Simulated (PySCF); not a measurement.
# How methods differ on the excitation energy of Se²⁺

Se²⁺ [Ar] 3d10 4s2 4p2 (3P) → Se²⁺ [Ar] 3d10 4s1 4p2 4d1 (high-spin determinant), as a difference of total energies. Computed with PySCF 2.14 in dyall-av2z, with no relativity, point nucleus. Correlated levels: valence: [Ar] 3d10 frozen; virtual orbitals above 40 to 60 times the deepest correlated orbital energy dropped. The calculations carry no spin-orbit coupling.

```tsv
method	excitation energy (eV)
UHF	22.329
MP2 (valence)	23.289
SCS-MP2 (valence)	23.625
CCSD (valence)	23.035
CCSD(T) (valence)	22.956
```

How much does correlation contribute at CCSD(T) (valence)?

22.956 − (22.329) = 0.627 eV, measured against UHF.

A first-order spin-orbit estimate (lowest level to lowest level, LS coupling) adds 0.051 eV.

The promoted electron is Rydberg-like, and one or two diffuse shells describe it only roughly, which tends to raise the upper state.

The coupled-cluster amplitudes are large for the upper state (T1 above 0.03 or a double amplitude above 0.15), so a single reference is strained.

The determinant of the upper state mixes LS terms, which raises its energy above the lowest term, most at the Hartree-Fock and MP2 levels.
